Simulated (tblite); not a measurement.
Compound: C6H8O2Si.
Atom-mapped SMILES: `[CH3:1][C:2](=[O:3])[O:4][C:5]1=[CH:6][CH:7]=[CH:8][SiH2:9]1` (hydrogens: H10, H11, H12 on C1; H13 on C6; H14 on C7; H15 on C8; H16, H17 on Si9)

The geometry is computed with GFN2-xTB (gas phase).

What internal coordinates does the optimisation give?

```
                  bond  length (Å)
                 C1–C2       1.502
                 C2=O3       1.214
                 C2–O4       1.326
                 O4–C5       1.376
                 C5=C6       1.337
                 C6–C7       1.453
                 C7=C8       1.339
                C8–Si9       1.898
                C5–Si9       1.895
C1–H10, C1–H11, C1–H12       1.087
                C6–H13       1.080
                C7–H14       1.082
                C8–H15       1.077
      Si9–H16, Si9–H17       1.457
```

Bonds in one row agree within 0.01 Å and their mean is given. A selection of angles:
```
    angle  degrees
 C1–C2–O3    124.3
 C1–C2–O4    112.4
 O3–C2–O4    123.3
 C2–O4–C5    115.1
 O4–C5–C6    124.0
O4–C5–Si9    123.4
C6–C5–Si9    112.6
 C5–C6–C7    113.7
 C6–C7–C8    116.7
C7–C8–Si9    110.7
C5–Si9–C8     86.2
```

Torsions: C1–C2–O4–C5 180° (antiperiplanar); C2–O4–C5–C6 180° (antiperiplanar); O4–C5–C6–C7 180° (antiperiplanar); C5–C6–C7–C8 0° (synperiplanar); C6–C7–C8–Si9 0° (synperiplanar); C7–C8–Si9–C5 0° (synperiplanar); O4–C5–Si9–C8 180° (antiperiplanar).

Si9 and O3 aren't drawn bonded (4 bonds apart) but lie 2.43 Å from each other; Cordero's covalent radii sum to 1.77 Å. Si9 (SiH2 silicon) has angles from 86.2° to 118.6°. The 5-membered ring C5–C6–C7–C8–Si9 has internal angles of 86.2° to 116.7° (sum 540°, against 540° for a flat polygon); it is planar, 0.00 Å rms from its mean plane, widest ring torsion 0°. The 4 C–C bonds span 1.337 Å (C5=C6, drawn double) to 1.502 Å (C1–C2, drawn single), a spread of 0.165 Å. The 9 heavy atoms lie in one plane (0.000 Å rms). O4 (ester single-bonded oxygen) is bent (angle 115.1°). The 3 C–O bonds span 1.214 Å (C2=O3, drawn double) to 1.376 Å (O4–C5, drawn single), a spread of 0.162 Å.

Point group: Cs (tolerance 0.08 Å). GFN2-xTB frequencies show an imaginary mode (40i cm⁻¹), so the point is no minimum at that level. 3 starts were optimised and ended at 0.00, 8.26 and 8.31 kcal/mol (GFN2-xTB); the lowest of these is shown.
